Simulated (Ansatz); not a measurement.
`[I][GeH2][I]` → Ge• + 2 H• + 2 I•  (atomization)

Program: Ansatz. Geometries: PBE0-D4/def2-TZVP. ΔE: electronic, gas phase. CCSD(T)/CBS adds triple-zeta CCSD(T) − MP2 to the extrapolated MP2 energy (def2 sets, frozen cores). This one scheme is used for every species, atoms too. Functionals use def2-TZVPP. No spin–orbit coupling; open shells (•) take unrestricted orbitals. Spin–orbit coupling would lower the free atoms: clearly for Ge; strongly for I. Elements past krypton have def2 core potentials. Bonds to Ge, I are less sure, by a few kJ/mol each and by 10 to 20 or more in all where they break to atoms, as the def2 sets lack core-valence functions. Scalar relativity is left out up to krypton.

| level | ΔE (kcal/mol) |
| --- | --- |
| r2SCAN-D4 | 269.8 |
| revPBE | 253.0 |
| HF/def2-SVP | 184.4 |
| CCSD/def2-SVP | 240.7 |

Task: What does CCSD(T)/CBS give? (An estimate is asked.)

Result: Computed: +273.5 kcal/mol. The listed levels differ from it by -3.7, -20.5, -89.1, -32.8 kcal/mol.

Largest T1 diagnostic among the species: 0.009.

In def2-TZVPP, CCSD(T) changes the Hartree–Fock value by +76.4 kcal/mol (the triples alone add +6.1 kcal/mol) and MP2 by +81.1 kcal/mol; breaking electron pairs costs correlation energy, which Hartree–Fock lacks. From r2SCAN to r2SCAN0 (25 % exact exchange), in def2-TZVPP and without D4, ΔE moves by −3.6 kcal/mol: exact exchange takes away binding that semilocal exchange gives to molecules. Leaving LDA and LC-ωPBE aside and taking each functional with its dispersion term where it has one, the values, not all of them listed here, spread over 9.9 kcal/mol, from BHLYP-D4 to r2SCAN-D4. LDA lies +43.9 kcal/mol from PBE without D4, its usual overbinding.

For atomizations the MP2-based limit and the directly extrapolated one differ by several kJ/mol either way, and by 10 to 25 for some Ge, Se and Sn compounds, so smaller differences from it don't rank the levels.
